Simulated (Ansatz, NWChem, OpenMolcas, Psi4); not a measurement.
## Worked example: CH2BrCl + SiH(CH3) → CH3Br + Si(CH3)Cl

Species: CH2BrCl (bromochloromethane) `ClCBr`, singlet; SiH(CH3), singlet; CH3Br (bromomethane) `CBr`, singlet; Si(CH3)Cl, singlet. The partners trade Cl for H: C–Cl and Si–H bonds give way to C–H and Si–Cl.

Shapes, held fixed at every level: PBE0-D4/def2-TZVP. Programs: NWChem 7.3.0, OpenMolcas 26.06. A level may come from different programs for different species; with the same settings they agree closely. Electronic energies: no zero-point or thermal term.

At PBE0/def2-SVP; 1 Eh = 2625.50 kJ/mol:

| species | energy (Eh) |
| --- | --- |
| CH2BrCl | -3072.672106 |
| SiH(CH3) | -329.637609 |
| CH3Br | -2613.373170 |
| Si(CH3)Cl | -789.021109 |

**Question.** Work out ΔE of the reaction at this level.

**Answer.** 
1. Products less reactants: (-2613.373170) + (-789.021109) − [(-3072.672106) + (-329.637609)] = -0.084564 Eh = -222.0 kJ/mol.

Other levels give -276.2 (HF/STO-3G) to -220.0 kJ/mol (B3LYP/6-31G* (Cartesian functions)). No measured value is set beside it here. Relativity is left out for Br. The median of the other levels is -231.4 kJ/mol.
